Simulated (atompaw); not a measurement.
**molybdenum (Mo): PAW (atompaw) pseudisation with PBE, scalar-relativistic reference atom.**

```
Element                 : molybdenum (Mo)
Generator               : atompaw 4.2.0.5
Type                    : PAW
Functional              : PBE
Relativity              : scalar-relativistic
Frozen core             : [Kr]
Valence charge          : 6
Reference configuration : 4d5 5s0 5p1
Partial waves           : 5s (bound, empty): rc 2.55 bohr; 5s channel at 0.25 Ry: rc 3.00 bohr; 5p (bound): rc 3.00 bohr; 5p channel at 0.5 Ry: rc 3.00 bohr; 4d (bound): rc 1.80 bohr; 4d channel at 1.3 Ry: rc 1.80 bohr
Local potential         : vpsmatchnc scheme with l = 3 at 0 Ry, radius 2.85 bohr
Core correction         : smooth core density matched at 2.15 bohr
Augmentation charge     : gaussian compensation charge, radius 2.65 bohr; PAW radius 3.00 bohr; waves and projectors: custom rrkj gramschmidtortho
```

All-electron outer shells of the reference configuration (PBE, scalar-relativistic, ld1.x):

```tsv
shell	level (eV)	outermost node (bohr)	outermost maximum (bohr)
4s	-65.71	0.51	0.99
4p	-39.86	0.52	1.08
4d	-5.03	0.53	1.38
5s	-4.98	1.34	2.89
5p	-1.74	1.54	4.00
```

(1) Estimate the cutoffs (Ry, on a coarse ladder) from which the occupation-weighted sum of valence levels, in a spherical-Bessel basis at the reference potential, stays within 10 and 1 mRy of its value at 400 Ry.

(2) Does the potential have ghost states?

(3) Is the overlap operator S = 1 + Σ q|β⟩⟨β| positive definite (Bessel basis up to 400 Ry)?

(4) Which valence shell sets the plane-wave cutoff?

Answers

(1) 30 Ry and 50 Ry.

(2) Ghost states, extra bound levels that the all-electron valence spectrum of the same l lacks: s at -203.7 eV, p at -19.3 eV. A true bound ghost makes a file unfit for plane-wave use.

(3) Barely: its lowest eigenvalue is 0.010 (s channel).

(4) 4d: its level needs 35 Ry to come within 1 mRy, against 6 Ry for 5p.
